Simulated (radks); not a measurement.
Results of a calculation; reference values are marked as such.
The nuclear charge of the lutetium ion Lu2+ is varied continuously with 69 electrons held in [Xe] 4f14 6s1. Level of theory: scalar-relativistic Kohn-Sham, PBE, spin-polarised, spherical densities, finite nucleus; open shells are filled with parallel spins first (spin-orbit coupling, left out, can overturn this in heavy ions); Fermi nuclear charge, rms radius 5.37 fm (a radial shooting solver on a logarithmic mesh with Libxc functionals). By the Hellmann-Feynman theorem dE/dZ = E(electron-nucleus)/Z, the electronic potential at the nucleus (averaged over a nucleus of fixed radius). The scalar-relativistic energy here is not variational (the density holds large components alone), so the two differ by a part that grows with Z.

[
 {"Z": "70", "E (hartree)": "-14057.8768", "E(electron-nucleus)/Z (hartree)": "-494.071", "HOMO": "6s", "e(HOMO) (eV)": "-9.625", "<r> HOMO (bohr)": "3.526"},
 {"Z": "70.25", "E (hartree)": "-14182.5835", "E(electron-nucleus)/Z (hartree)": "-496.730", "HOMO": "6s", "e(HOMO) (eV)": "-11.567", "<r> HOMO (bohr)": "3.385"},
 {"Z": "70.5", "E (hartree)": "-14307.9664", "E(electron-nucleus)/Z (hartree)": "-499.389", "HOMO": "6s", "e(HOMO) (eV)": "-13.616", "<r> HOMO (bohr)": "3.261"},
 {"Z": "70.75", "E (hartree)": "-14434.0256", "E(electron-nucleus)/Z (hartree)": "-502.049", "HOMO": "6s", "e(HOMO) (eV)": "-15.764", "<r> HOMO (bohr)": "3.150"},
 {"Z": "71", "E (hartree)": "-14560.7614", "E(electron-nucleus)/Z (hartree)": "-504.709", "HOMO": "6s", "e(HOMO) (eV)": "-18.005", "<r> HOMO (bohr)": "3.050"},
 {"Z": "71.25", "E (hartree)": "-14688.1743", "E(electron-nucleus)/Z (hartree)": "-507.371", "HOMO": "6s", "e(HOMO) (eV)": "-20.335", "<r> HOMO (bohr)": "2.959"},
 {"Z": "71.5", "E (hartree)": "-14816.2649", "E(electron-nucleus)/Z (hartree)": "-510.036", "HOMO": "6s", "e(HOMO) (eV)": "-22.750", "<r> HOMO (bohr)": "2.876"},
 {"Z": "71.75", "E (hartree)": "-14945.0340", "E(electron-nucleus)/Z (hartree)": "-512.702", "HOMO": "6s", "e(HOMO) (eV)": "-25.248", "<r> HOMO (bohr)": "2.799"},
 {"Z": "72", "E (hartree)": "-15074.4824", "E(electron-nucleus)/Z (hartree)": "-515.372", "HOMO": "6s", "e(HOMO) (eV)": "-27.827", "<r> HOMO (bohr)": "2.729"}
]

The central difference of E at Z = 71 is -508.297 hartree, to compare with the third column; the second derivative is -10.8 hartree.
